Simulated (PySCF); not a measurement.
B(H)(Et)(OMe) (C₃H₉BO), SMILES CCBOC.

The structure is a stationary point at r2SCAN-D4/def2-SVP. This is a generated structure with no PubChem entry under its InChIKey; it may be hypothetical. Other conformers were not sampled.

These are PySCF 2.14.0 with r2SCAN-D4/def2-SVP values and carry that method's errors.

Frequencies are harmonic and unscaled.

| mode | ν (cm⁻¹) | IR (km/mol) | Raman (Å⁴/amu) | depolarisation | moving atoms (share of kinetic energy) |
|---|---|---|---|---|---|
| 1 | 30 | 0.0 | 0.2 | 0.75 | H 60 %, C 35 % |
| 2 | 91 | 0.0 | 0.0 | – | H 89 % |
| 3 | 187 | 2.5 | 0.3 | 0.42 | C 53 %, H 33 %, B 13 % |
| 4 | 209 | 1.2 | 0.0 | – | H 81 %, C 9 %, O 9 % |
| 5 | 297 | 0.2 | 0.9 | 0.05 | C 60 %, H 29 % |
| 6 | 326 | 2.1 | 1.6 | 0.75 | H 42 %, O 31 %, B 22 % |
| 7 | 519 | 7.3 | 1.6 | 0.46 | O 49 %, C 20 %, H 18 %, B 13 % |
| 8 | 530 | 0.1 | 1.0 | 0.75 | H 85 %, C 14 % |
| 9 | 846 | 24.6 | 1.7 | 0.75 | H 80 %, B 14 % |
| 10 | 883 | 15.5 | 7.7 | 0.09 | H 42 %, B 31 %, C 26 % |
| 11 | 965 | 20.8 | 7.5 | 0.56 | C 37 %, H 37 %, O 16 %, B 10 % |
| 12 | 1010 | 3.4 | 5.5 | 0.75 | H 65 %, C 21 %, B 14 % |
| 13 | 1023 | 12.3 | 0.7 | 0.75 | H 62 %, B 20 %, C 17 % |
| 14 | 1066 | 4.2 | 3.2 | 0.33 | C 62 %, H 33 % |
| 15 | 1159 | 42.4 | 2.1 | 0.38 | H 59 %, O 20 %, C 12 %, B 8 % |
| 16 | 1165 | 0.1 | 1.7 | 0.75 | H 76 %, C 19 % |
| 17 | 1180 | 9.0 | 3.5 | 0.72 | H 70 %, C 20 % |
| 18 | 1251 | 0.9 | 3.9 | 0.75 | H 80 %, C 19 % |
| 19 | 1273 | 70.3 | 0.8 | 0.45 | H 40 %, C 37 %, O 17 % |
| 20 | 1386 | 17.2 | 5.7 | 0.73 | H 84 %, C 14 % |
| 21 | 1396 | 146.2 | 6.5 | 0.49 | H 60 %, B 19 %, C 13 % |
| 22 | 1408 | 86.4 | 2.3 | 0.72 | H 66 %, C 18 %, B 11 % |
| 23 | 1463 | 4.6 | 11.4 | 0.75 | H 95 % |
| 24 | 1474 | 6.3 | 15.1 | 0.74 | H 96 % |
| 25 | 1475 | 3.7 | 26.4 | 0.75 | H 97 % |
| 26 | 1479 | 11.0 | 11.3 | 0.75 | H 97 % |
| 27 | 1492 | 86.2 | 9.7 | 0.75 | H 65 %, B 17 %, O 13 % |
| 28 | 2562 | 180.2 | 110.7 | 0.20 | H 91 %, B 9 % |
| 29 | 2989 | 29.2 | 96.8 | 0.05 | H 94 % |
| 30 | 3015 | 41.6 | 121.8 | 0.00 | H 97 % |
| 31 | 3028 | 12.9 | 72.5 | 0.75 | H 91 %, C 9 % |
| 32 | 3030 | 37.2 | 148.5 | 0.00 | H 97 % |
| 33 | 3105 | 27.8 | 49.2 | 0.75 | H 90 %, C 10 % |
| 34 | 3120 | 27.0 | 86.7 | 0.74 | H 91 %, C 9 % |
| 35 | 3124 | 24.0 | 59.3 | 0.75 | H 91 %, C 9 % |
| 36 | 3143 | 25.8 | 100.8 | 0.59 | H 90 %, C 10 % |
